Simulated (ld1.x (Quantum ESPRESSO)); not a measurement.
**Which change was made? (Br, TM)**

ld1.x (Quantum ESPRESSO) 7.5 input, shortened:

```
&input
   title='Br', zed=35., rel=1, dft='PZ', iswitch=3,
   config='[Ar] 3d10 4s2 4p5 4d-2'
 /
 &inputp
   pseudotype=2, tm=.true., lloc=-2, rcloc=1.00,
   nlcc=.true., new_core_ps=.true., rcore=1.20
 /
3
4S  1  0   2.00   0.00  1.25  1.25  0.0
4P  2  1   5.00   0.00  1.40  1.40  0.0
4D  3  2  -2.00   0.05  1.40  1.40  0.0
 &test
   configts(1)='4s2 4p5'
 /
```

Cutoffs, loose and tight: the cutoffs (Ry, on a coarse ladder) from which the occupation-weighted sum of valence levels, in a spherical-Bessel basis at the reference potential, stays within 10 and 1 mRy of its value at 400 Ry. They do not see the model core or the augmentation charge, which bear on the density cutoff. Test errors are all-electron minus pseudo excitation energies from the reference, over the configurations 4s2 4p4; 4s2 4p3; 4s2 4p2; 4s2 4p4.5; 4s2 4p1; 4s2 4p5.3; 4s1 4p6 (two spin-polarised tests are not counted in the largest error); variants that change the core or the reference have their own tests.

The base gives: outcome: generated; cutoff, loose: 50 Ry; cutoff, tight: 110 Ry; bound ghosts: none; largest test error (meV): +109.

Question: After one change the result is: outcome: generated; cutoff, loose: 260 Ry; cutoff, tight: over 300 Ry; bound ghosts: d, s; largest test error (meV): +63. Which change was it?
A. all radii but the core radius scaled by about 1.31 (s 1.64, p 1.84, d 1.84 bohr); local potential all-electron potential smoothed inside 1.32 bohr (lloc = -2)
B. all radii but the core radius scaled by about 1.06 (s 1.32, p 1.48, d 1.48 bohr); local potential all-electron potential smoothed inside 1.06 bohr (lloc = -2)
C. all radii but the core radius scaled by about 0.75 (s 0.94, p 1.04, d 1.04 bohr); local potential all-electron potential smoothed inside 0.74 bohr (lloc = -2)
D. all radii but the core radius scaled by about 0.85 (s 1.06, p 1.20, d 1.20 bohr); local potential all-electron potential smoothed inside 0.86 bohr (lloc = -2)

Answer: C. The others give: all radii but the core radius scaled by about 0.85 (s 1.06, p 1.20, d 1.20 bohr); local potential all-electron potential smoothed inside 0.86 bohr (lloc = -2) → outcome: generated; cutoff, loose: 120 Ry; cutoff, tight: 300 Ry; bound ghosts: d, s; largest test error (meV): -273 | all radii but the core radius scaled by about 1.31 (s 1.64, p 1.84, d 1.84 bohr); local potential all-electron potential smoothed inside 1.32 bohr (lloc = -2) → outcome: generated; cutoff, loose: 40 Ry; cutoff, tight: 60 Ry; bound ghosts: none; largest test error (meV): +9.8 | all radii but the core radius scaled by about 1.06 (s 1.32, p 1.48, d 1.48 bohr); local potential all-electron potential smoothed inside 1.06 bohr (lloc = -2) → outcome: generated; cutoff, loose: 45 Ry; cutoff, tight: 90 Ry; bound ghosts: none; largest test error (meV): +39.
